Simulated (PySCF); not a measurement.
Z-matrix (Å, degrees):
```
Hf
Br 1 2.4830
Br 1 2.4830 2 109.48
Br 1 2.4831 2 109.45 3 119.99
Br 1 2.4832 2 109.45 4 120.01
```
Charge 0, multiplicity 1.

Task: Give the dipole moment, HOMO, total energy, LUMO, HOMO–LUMO gap and charge on the central atom (Mulliken) at the level TPSSh-D3(BJ)/def2-TZVP // BP86-D3(BJ)/def2-SVP in PySCF.

Result: 
```yaml
dipole_moment: 0.000 e·Å
HOMO: -8.27 eV
total_energy: -10344.6309 Ha
LUMO: -2.85 eV
HOMO–LUMO gap: 5.42 eV
charge on the central atom (Mulliken): 1.20 e
```
